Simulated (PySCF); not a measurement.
Species: C5H4N2O.
Atom-mapped SMILES: `[CH3:1][C:2]#[C:3][c:4]1[n:5][cH:6][n:7][o:8]1` (hydrogens: H9, H10, H11 on C1; H12 on C6)

Structure used (GFN2-xTB), in Å, numbered top down from 1:
```xyz
12
C5H4N2O angstrom
C     -2.9680    0.1271    0.0103
C     -1.5336    0.0389    0.0336
C     -0.3316   -0.0291    0.0467
C      1.0677   -0.1000    0.0493
N      1.8951    0.6310   -0.6519
C      3.1023    0.1520   -0.2763
N      3.0386   -0.8091    0.5974
O      1.7145   -0.9895    0.8243
H     -3.3824   -0.2814    0.9312
H     -3.3569   -0.4373   -0.8371
H     -3.2704    1.1689   -0.0899
H      4.0261    0.5278   -0.6635
```

Computed with PBE0/pcSseg-1 in PySCF (dipole) on a GFN2-xTB geometry, gas phase.

Take the most abundant isotopes and a rigid rotor. 

Problem. What are A, B and C (cm⁻¹)?

Solution. Ia = 51.99, Ib = 482.32, Ic = 531.14 u·Å²; 505379 MHz·u·Å²/I gives 9721, 1048 and 951.5 MHz, that is A = 0.32426, B = 0.03495, C = 0.03174 cm⁻¹.

Problem. What kind of rotor is it?

Solution. A near-prolate asymmetric top. Ray's parameter κ = (2B − A − C)/(A − C) = -0.978; −1 is the prolate and +1 the oblate limit.

Problem. What does the inertial defect say?

Solution. Not planar: Δ = Ic − Ia − Ib = -3.17 u·Å². For a rigid frame Δ = −2 Σ m c², so Σ m c² = 1.59 u·Å² lies off the ab plane, practically all of it from hydrogen. The atom farthest from that plane is 1.02 Å away.

Problem. Give the other two planar moments, Paa and Pbb, and the rms extents of the mass along the axes.

Solution. Paa = Σ m a² = (Ib + Ic − Ia)/2 = 480.74 and Pbb = Σ m b² = (Ia + Ic − Ib)/2 = 50.40 u·Å². With the mass M = 108.03 u, the rms extents √(P/M) along a, b and c are 2.11, 0.68, 0.12 Å.

Problem. Where do the levels up to J = 2 lie, in MHz?

Solution. Above 0(0,0):
J = 1: 1(0,1) 1999, 1(1,1) 10673, 1(1,0) 10769
J = 2: 2(0,2) 5997, 2(1,2) 14575, 2(1,1) 14864, 2(2,1) 40884, 2(2,0) 40885

Problem. Predict some low-J microwave lines.

Solution. The dipole components are |μa| = 3.08 D, |μb| = 0.58 D, |μc| = 0.01 D. Intensities carry the squares of the components, which stand as 1.00 : 0.04 : 0.00 (a : b : c). Some lines, for components of 0.1 D or more:

| type | branch | J(Ka,Kc) | MHz | lower level (cm⁻¹) |
| --- | --- | --- | --- | --- |
| a | R | 2(0,2) ← 1(0,1) | 3998 | 0.067 |
| a | R | 4(0,4) ← 3(0,3) | 7989 | 0.400 |
| a | R | 5(4,1) ← 4(4,0) | 9998 | 5.322 |
| a | R | 5(2,3) ← 4(2,2) | 10011 | 1.831 |
| b | R | 4(1,4) ← 3(0,3) | 16239 | 0.400 |
| b | Q | 5(2,3) ← 5(1,4) | 25474 | 1.315 |
| b | Q | 2(2,1) ← 2(1,2) | 26309 | 0.486 |
| b | R | 2(2,1) ← 1(1,0) | 30115 | 0.359 |
| b | R | 2(2,0) ← 1(1,1) | 30212 | 0.356 |
| b | R | 4(3,2) ← 3(2,1) | 51603 | 1.564 |
| b | Q | 4(4,1) ← 4(3,2) | 61049 | 3.285 |
| b | R | 5(4,1) ← 4(3,2) | 71048 | 3.285 |
| b | R | 5(5,0) ← 4(4,1) | 88491 | 5.322 |

No GFN2-xTB frequencies stand behind this structure, so it isn't proved a minimum. These are rigid-rotor constants of the computed structure; measured ground-state constants (B0) also hold zero-point vibration. A rigid rotor knows nothing of internal rotation, which can split or shift real lines. Quadrupole hyperfine structure (14N) is left out.
